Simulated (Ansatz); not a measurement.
C₃H₈AlFO₂, singlet, geometry from GFN2-xTB (such geometries of metal compounds can be far from the true shape), with bond 15-10 at 1.8 times its length; CASSCF(4,3)/STO-3G (Ansatz, a quantum-chemistry and plane-wave program).

Ansatz was given this input:
Ansatz 0.2 input:
```yaml
crystal:
  periodic: [false, false, false]
  atoms:
    - {symbol: Al, position_ang: [0.17669133, -0.12064758, 0.77427242]}
    - {symbol: F, position_ang: [0.45486568, -0.19934834, 2.39794428]}
    - {symbol: O, position_ang: [0.67284351, -1.30128182, -0.26582086]}
    - {symbol: C, position_ang: [1.28132132, -2.50727013, -0.63389664]}
    - {symbol: H, position_ang: [1.70974544, -3.01767278, 0.23055108]}
    - {symbol: H, position_ang: [0.53619909, -3.15893966, -1.09722030]}
    - {symbol: H, position_ang: [2.07666242, -2.30207775, -1.35500835]}
    - {symbol: O, position_ang: [-0.63429365, 1.23209630, 0.29520207]}
    - {symbol: C, position_ang: [-1.18228657, 1.95404476, -0.77146862]}
    - {symbol: C, position_ang: [-0.98020126, 1.24702696, -2.10134464]}
    - {symbol: H, position_ang: [-2.25297803, 2.08783528, -0.57392884]}
    - {symbol: H, position_ang: [-0.70382580, 2.94093888, -0.79214597]}
    - {symbol: H, position_ang: [-1.44988575, 0.26663239, -2.06321762]}
    - {symbol: H, position_ang: [-1.41240500, 1.82686223, -2.91280961]}
    - {symbol: H, position_ang: [0.93591755, 0.99974769, -2.41941504]}
basis:
  gaussian:
    orbitals: STO-3G
hamiltonian:
  xc: hf
magnetization: {spin_polarized: false}
correlation: {active_space: {window: {electrons: 4, orbitals: 3}}}
```

What the program printed (banner, timings and long lists left out):

```
Functional definition: HF
643 factors; integrals over basis functions are off by at most 4.0e-5 eV
mean field evaluation 1: about -16362.6724 eV, gradient 3.6e1 eV
mean field evaluation 2: about -16362.9409 eV, gradient 3.6e1 eV
mean field evaluation 4: about -16367.7730 eV, gradient 2.7e0 eV
mean field evaluation 8: about -16367.8040 eV, gradient 1.7e-4 eV
mean field -16367.80401920 eV, -601.5057032097 hartree, gradient 2.2e-6 eV, S^2 0.000000; 0 other end points of the search recorded, 0 dependent functions left out
reference -16367.80401920 eV, -601.5057032097 hartree; 32, 32 occupied and 15, 15 virtual orbitals, 643 factors
state -16370.17092996 eV, -601.5926855756 hartree
Total energy: -16370.17092996 eV, -601.5926855756 hartree
```
